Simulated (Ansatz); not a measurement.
Ansatz (an electronic-structure program) input (B3LYP-D3(BJ)/def2-TZVP):

Ansatz 0.2 input:
```yaml
crystal:
  periodic: [false, false, false]
  atoms:
    - {symbol: C, position_ang: [1.43343878, -0.08255550, -0.54664089]}
    - {symbol: C, position_ang: [0.29991736, -0.19674659, 0.21268562]}
    - {symbol: C, position_ang: [-0.92757141, 0.32163917, -0.13432169]}
    - {symbol: O, position_ang: [-2.04953062, 0.20919365, 0.61409610]}
    - {symbol: H, position_ang: [1.41937645, 0.43705783, -1.48695593]}
    - {symbol: H, position_ang: [2.36466594, -0.50872872, -0.22605961]}
    - {symbol: H, position_ang: [0.36287833, -0.73184959, 1.15540301]}
    - {symbol: H, position_ang: [-1.09345885, 0.86750622, -1.04806458]}
    - {symbol: H, position_ang: [-1.85419857, -0.28447142, 1.42183860]}
basis:
  gaussian:
    orbitals: def2-TZVP
hamiltonian:
  xc: b3lyp
  dispersion: d3bj
magnetization: {spin_polarized: true, initial_magnetization: 1}
relax: {f_tol: 0.002, max_steps: 150}
```

End of the output:

```
mean field evaluation 64: about -5231.5693 eV, gradient 4.4e1 eV
mean field -5240.03229146 eV, -192.5676348899 hartree, gradient 1.6e-5 eV, S^2 0.773888; 1 other end points of the search recorded, 0 dependent functions left out
the calculation of the forces begins
reference -5240.03253062 eV, -192.5676436787 hartree; 16, 15 occupied and 138, 139 virtual orbitals, 911 factors
Total energy: -5240.27441456 eV, -192.5765327495 hartree
Atom 0 at     1.444796    -0.083697    -0.551143 Å, force    -0.000039    -0.000045     0.000006 eV/Å
Atom 1 at     0.297922    -0.193353     0.206719 Å, force     0.000332     0.000122     0.000145 eV/Å
Atom 2 at    -0.934919     0.322603    -0.132849 Å, force     0.000287     0.000090    -0.000302 eV/Å
Atom 3 at    -2.058264     0.208113     0.622445 Å, force    -0.000715     0.000165     0.000064 eV/Å
Atom 4 at     1.444349     0.437237    -1.499599 Å, force     0.000012    -0.000077     0.000061 eV/Å
Atom 5 at     2.376297    -0.515536    -0.218067 Å, force    -0.000053     0.000057    -0.000054 eV/Å
Atom 6 at     0.361462    -0.729736     1.152724 Å, force    -0.000081    -0.000119    -0.000022 eV/Å
Atom 7 at    -1.114846     0.872194    -1.046145 Å, force    -0.000048    -0.000057     0.000036 eV/Å
Atom 8 at    -1.861281    -0.286779     1.427896 Å, force     0.000305    -0.000137     0.000065 eV/Å
Dipole moment:     0.045759    -0.117087     0.191000 e Å
```

It need not be the lowest isomer of its formula.
